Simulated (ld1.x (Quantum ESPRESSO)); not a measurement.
Logarithmic derivatives: Os, TM

* Element: Os
* Generator: ld1.x (Quantum ESPRESSO) 7.5
* Type: norm-conserving Troullier–Martins (Kleinman–Bylander form)
* Functional: LDA (PZ)
* Relativity: scalar-relativistic
* Frozen core: [Xe] 4f14
* Valence charge: 8
* Reference configuration: 5d6 6s1.5 6p0.5
* Partial waves: 6s (bound): rc 2.65 bohr; 6p (bound): rc 2.95 bohr; 5d (bound): rc 1.40 bohr
* Local potential: the d channel
* Core correction: Bessel-smoothed model core inside 1.00 bohr

The phase is arctan(r·u′/u) with u = r·R(r), unwrapped; energies in Ry, scanned from -3 to 5 Ry. A pole is an energy at which the radial function vanishes at the test radius. The pseudo phase is shifted by a multiple of π to meet the all-electron one at the reference energy, and phase errors are pseudo minus all-electron; the curves can meet again beyond the range given. Levels narrower than the energy grid can be missing from the lists of poles. n/a: not evaluated, since a narrow level or a reset projector energy made the automatic matching unsafe.

```json
{"channel": "s", "radius (bohr)": "3.20", "reference energy (Ry)": "-0.52", "poles, all-electron": "0.40", "poles, pseudo": "0.39, 4.90", "unbroken range about the reference energy with phases within 0.05 rad": "below 2.0", "phase error 1 Ry above the reference energy (rad)": "-0.002"}
{"channel": "p", "radius (bohr)": "3.20", "reference energy (Ry)": "-0.14", "poles, all-electron": "1.56", "poles, pseudo": "1.61", "unbroken range about the reference energy with phases within 0.05 rad": "n/a", "phase error 1 Ry above the reference energy (rad)": "n/a"}
{"channel": "d", "radius (bohr)": "3.20", "reference energy (Ry)": "-0.54", "poles, all-electron": "-0.37, 3.63", "poles, pseudo": "-0.37, 3.61", "unbroken range about the reference energy with phases within 0.05 rad": "the whole range", "phase error 1 Ry above the reference energy (rad)": "-0.000"}
```

Note: ghost states, extra bound levels that the all-electron valence spectrum of the same l lacks: s at -48.6 eV, p at -8.4 eV. A true bound ghost makes a file unfit for plane-wave use.

Phases in the s channel:

```tsv
E (Ry)	all-electron	pseudo
-3.00	1.359	1.359
-2.52	1.329	1.329
-2.04	1.281	1.281
-1.56	1.189	1.189
-1.08	0.921	0.920
-0.60	-0.529	-0.529
-0.12	-1.378	-1.379
0.36	-1.561	-1.563
0.84	-1.653	-1.657
1.32	-1.731	-1.742
1.80	-1.830	-1.862
2.28	-2.021	-2.163
2.76	-2.665	-3.481
3.24	-3.985	-4.344
3.72	-4.397	-4.545
4.20	-4.536	-4.634
4.68	-4.607	-4.691
```
